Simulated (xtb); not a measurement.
C3H6FNSi, SMILES N1CC=C[Si@@H]1F. All values are semi-empirical tight-binding results from xtb (GFN2-xTB unless named), good for trends rather than for accurate numbers. Geometry: GFN2-xTB. The structure was generated by enumeration; whether it is a known compound was not checked. The values are those of a single conformer.

```
Property                                          Value
----------------------------------------  -------------
orbital gap                                     4.01 eV
dipole moment                                    2.61 D
zero-point energy                         54.1 kcal/mol
G − E(el) at 298.15 K (modified RRHO)     35.0 kcal/mol
static polarisability (D4 model)             70.7 bohr³
solvation energy, GFN2-xTB/ALPB(water)    -1.1 kcal/mol
solvation energy, GFN2-xTB/ALPB(acetone)  -4.2 kcal/mol
```
